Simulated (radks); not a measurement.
Nb16+, 25 electrons, occupied as [Ar] 3d7. Calculated with a radial shooting solver on a logarithmic mesh with Libxc functionals: scalar-relativistic Kohn-Sham, OLYP, spin-unpolarised, spherical densities, finite nucleus; Fermi nuclear charge, rms radius 4.324 fm.

Normalised radial functions P(r) = r R(r), r in bohr:

r	1s	3p
0.001717	0.9452	0.0032
0.001921	1.0431	0.0040
0.002148	1.1500	0.0049
0.002403	1.2665	0.0059
0.002688	1.3930	0.0073
0.003006	1.5300	0.0089
0.003362	1.6779	0.0109
0.003761	1.8370	0.0133
0.004207	2.0072	0.0163
0.004705	2.1885	0.0200
0.005263	2.3804	0.0244
0.005886	2.5821	0.0298
0.006584	2.7926	0.0364
0.007306	2.9943	0.0437
0.008171	3.2161	0.0532
0.00914	3.4401	0.0647
0.01022	3.6624	0.0785
0.01143	3.8789	0.0950
0.01279	4.0842	0.1148
0.01431	4.2725	0.1382
0.016	4.4371	0.1658
0.0179	4.5707	0.1981
0.02002	4.6657	0.2357
0.02239	4.7147	0.2790
0.02504	4.7105	0.3284
0.02801	4.6472	0.3841
0.03133	4.5205	0.4458
0.03505	4.3284	0.5132
0.0392	4.0724	0.5851
0.04384	3.7571	0.6598
0.04904	3.3912	0.7347
0.05485	2.9873	0.8063
0.06135	2.5609	0.8698
0.06862	2.1298	0.9197
0.07676	1.7123	0.9490
0.08585	1.3257	0.9503
0.09603	0.9840	0.9160
0.1074	0.6969	0.8387
0.1201	0.4684	0.7129
0.1344	0.2969	0.5352
0.1503	0.1764	0.3065
0.1681	0.0974	0.0323
0.188	0.0496	-0.2762
0.2103	0.0231	-0.6020
0.2352	0.0097	-0.9235
0.261	0.0039	-1.1966
0.292	0.0013	-1.4396
0.3266	0.0004	-1.6083
0.3653	0.0001	-1.6876
0.4086	0.0000	-1.6719
0.457	0.0000	-1.5666
0.5111	0.0000	-1.3877
0.5717	0.0000	-1.1594
0.6395	0.0000	-0.9102
0.7153	0.0000	-0.6688
0.8	0.0000	-0.4581
0.8948	0.0000	-0.2910
1.001	0.0000	-0.1702
1.119	0.0000	-0.0907
1.252	0.0000	-0.0436
1.401	0.0000	-0.0186

1s: eigenvalue -19272.1 eV, 0 radial nodes, <r> = 0.0361 bohr, 90 % of the charge inside 0.0647 bohr. 3p: eigenvalue -762.11 eV, 1 radial node at r = 0.170 bohr, <r> = 0.423 bohr, 90 % of the charge inside 0.634 bohr.
